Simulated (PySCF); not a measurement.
The vertical singlet excitations below were computed for one of the candidates. Method: TDDFT CAM-B3LYP/def2-SVPD, vertical, gas phase, core orbitals frozen in the response in PySCF 2.14.0, density-fitted response routines. Geometries: GFN2-xTB, one conformer each.

```csv
state,E (eV),f
S1,5.53,0.551
S2,6.32,0.0009
S3,6.52,0.017
S4,6.79,0.012
S5,6.82,0.0037
S6,7.01,0.018
S7,7.13,0.0075
S8,7.33,0.0010
```

Triplets computed (Tamm–Dancoff): 3.16, 4.83, 6.13 eV.

Question: Which candidate is it? All have the formula C6H9FSi.
A. `CC#C[C@@]1([SiH3])C[C@H]1F`
B. `CC#C[C@H]1C[Si@H](F)C1`
C. `C1C/C(C=1)=C(\F)[SiH2]C`

Answer: C. Its S1, at 5.53 eV, is the lowest among the candidates; the nearest of the others has S1 at 6.31 eV. S1 is HOMO→LUMO (97%). Löwdin shares by element: HOMO carbon 78% or more (atoms not listed hold the other 22%); LUMO carbon 73% or more (atoms not listed hold the other 27%). At the same level the other candidates give, for their lowest levels:
- `CC#C[C@@]1([SiH3])C[C@H]1F`: 6.31 eV (f 0.000); 6.55 eV (f 0.023); 6.59 eV (f 0.002); 6.69 eV (f 0.012); 6.75 eV (f 0.002); T1 5.35 eV; HOMO -8.34, LUMO 1.13 eV
- `CC#C[C@H]1C[Si@H](F)C1`: 6.48 eV (f 0.001); 6.66 eV (f 0.004); 6.67 eV (f 0.001); 6.80 eV (f 0.006); 6.81 eV (f 0.022); T1 5.49 eV; HOMO -8.56, LUMO 1.15 eV

The values belong to the conformer `[CH3:1][SiH2:2]/[C:3]([F:4])=[C:5]1\[CH:6]=[CH:7][CH2:8]1`: C1–Si2–C3–F4 -79°.
